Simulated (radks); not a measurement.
All-electron atom: the silver ion Ag40+ in [He] 2s1 2p3 3d1 (not the ground configuration). Calculated with a radial shooting solver on a logarithmic mesh with Libxc functionals: scalar-relativistic Kohn-Sham, exchange-only PBE, spin-polarised, spherical densities, finite nucleus; open shells are filled with parallel spins first (spin-orbit coupling, left out, can overturn this in heavy ions); Fermi nuclear charge, rms radius 4.5454 fm.

Unscreened Slater integrals over Kohn-Sham orbitals (cm^-1). They are taken over the spin-up orbitals. Empty in this configuration: 3s.

integral,value
"F0(3d,3d)",800550
"F2(3d,3d)",419270
"F4(3d,3d)",272600
"F0(3d,2p)",999100
"F2(3d,2p)",328920
"G1(3d,2p)",321680
"G3(3d,2p)",186630
"F0(3d,2s)",981940
"G2(3d,2s)",302780
"F0(3d,1s)",1038500
"G2(3d,1s)",8134.0
"F0(3d,3s)",705490
"G2(3d,3s)",249540
"F0(2p,2p)",1799500
"F2(2p,2p)",861030
"F0(2p,2s)",1640100
"G1(2p,2s)",920880
"F0(2p,1s)",2431700
"G1(2p,1s)",476300
"F0(2p,3s)",852770
"G1(2p,3s)",91007
"F0(2s,2s)",1540800
"F0(2s,1s)",2164500
"G0(2s,1s)",220110
"F0(2s,3s)",832130
"G0(2s,3s)",72557
"F0(1s,1s)",6669600
"F0(1s,3s)",980920
"G0(1s,3s)",53631
"F0(3s,3s)",652530

Derived for the open shells (J is the average intra-shell exchange parameter used in DFT+U). 2p: J = F2/5 = 172200 cm^-1. 3d: Racah B = F2/49 - 5 F4/441 = 5466 cm^-1, C = 35 F4/441 = 21640 cm^-1, C/B = 3.96, F4/F2 = 0.650, J = (F2 + F4)/14 = 49420 cm^-1.
